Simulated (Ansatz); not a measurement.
C₂H₇B₂ClO (`CCB(O)BCl`). The species carries charge 0 and has multiplicity 1. The structure was optimised at the PBE0-D4/def2-TZVP level. It is one conformer, not always the lowest.

```xyz
13

C     0.892   -1.513   -0.150
C     0.723   -0.160   -0.846
B    -0.115    0.863   -0.006
O     0.400    2.100    0.211
B    -1.673    0.501    0.649
Cl   -2.361    1.658    1.779
H     1.464   -1.415    0.776
H    -0.075   -1.955    0.109
H     1.418   -2.230   -0.784
H     0.183   -0.320   -1.791
H     1.697    0.260   -1.116
H    -0.181    2.651    0.749
H    -2.374   -0.439    0.419
```

Q: What is the dipole moment at ωB97M-V/def2-TZVPP? (Estimate.)

A: The calculation gave: 0.44 D, with components (-0.38, -0.21, -0.02) D in this frame, pointing from negative to positive charge.

Q: And with PBE, r2SCAN, B3LYP? (Estimate.)

A: Computed: PBE 0.35 D, r2SCAN 0.37 D, B3LYP 0.46 D.

Q: Give the Mulliken charges with ωB97M-V, B3LYP, r2SCAN in def2-TZVPP. (Estimate.)

A: Computed: 
| atom | ωB97M-V | B3LYP | r2SCAN |
| --- | --- | --- | --- |
| C1 | -0.33 | -0.26 | -0.15 |
| C2 | -0.18 | -0.13 | -0.10 |
| B3 | 0.13 | 0.12 | 0.14 |
| O4 | -0.23 | -0.24 | -0.27 |
| B5 | -0.07 | 0.02 | 0.07 |
| Cl6 | -0.11 | -0.14 | -0.14 |
| H7 | 0.11 | 0.09 | 0.05 |
| H8 | 0.10 | 0.08 | 0.05 |
| H9 | 0.11 | 0.09 | 0.04 |
| H10 | 0.10 | 0.07 | 0.04 |
| H11 | 0.09 | 0.07 | 0.03 |
| H12 | 0.19 | 0.19 | 0.21 |
| H13 | 0.10 | 0.05 | 0.02 |

B3LYP here is the variant with VWN-RPA as its local correlation; programs differ in this.
